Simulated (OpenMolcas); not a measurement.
Lines of neutral copper: computed and rescaled rates

```
Program             : OpenMolcas 26.06
Method              : SS-CASPT2, IPEA 0.25 Eh, imaginary shift 0.1 Eh (closed shells correlated: 3s 3p)
Basis               : ANO-RCC-VQZP [7s6p4d3f2g1h]
Scalar Hamiltonian  : DKH2, point nucleus
Active space        : 11 electrons in 6 orbitals (3d 4s)
State averaging     : 2S+1 = 2 even, 6 roots
Spin-orbit coupling : RASSI with atomic mean-field integrals over the reference wave functions, term energies averaged over their components
```

Rates come from the transition moments of the reference wave functions (E1 and E2 in the length form). At fixed line strength A goes as λ^-3 for E1 and M1 and as λ^-5 for E2, so a rate at the computed wavelength can be rescaled to the measured one. Measured vacuum wavelengths follow from level energies in NIST Handbook of Basic Atomic Spectroscopic Data. Branching counts decays inside the model space alone, at computed energies, and the table is only a selection of the E2 and M1 lines, drawn from those between levels with measured partners whose computed energy lies within a factor of 1.5 of the measured one.

```csv
Upper,Lower,Type,λ computed (nm),λ measured (nm),A computed (s-1),A rescaled (s-1),Branching %
3d9 4s2 2D 3/2,3d9 4s2 2D 5/2,M1,4988,4895,1.31e-01,1.39e-01,54.0
3d9 4s2 2D 3/2,3d10 4s 2S 1/2,E2,576.1,755,1.12e-01,2.90e-02,46.0
3d9 4s2 2D 5/2,3d10 4s 2S 1/2,E2,651.4,892.7,6.04e-02,1.25e-02,100.0
```

The largest correction is for 3d9 4s2 2D 5/2 → 3d10 4s 2S 1/2 (E2): 6.04e-02 × (651.4 / 892.7)^5 = 1.25e-02 s-1, a factor of 0.21.

No measured rate stands beside these. Rescaling mends the energy factor alone: line strengths can still be far off where a level mixes with configurations outside the active space, and weak or spin-changing lines hang on small mixing coefficients that depend on the term gaps too, so rescaling need not improve them.

Over all roots computed the reference weight is 0.76 to 0.89; the roots of lowest weight are the least certain, and an intruder state may touch them. A single d shell beside an s shell can misplace configurations of different d count against each other. Computed and measured levels are paired by configuration, term and J; levels that our copy of the source lacks, or whose pairing is in doubt (as where it misses far off the trend of its configuration), stay unpaired. Levels of configurations outside the active space are missing.
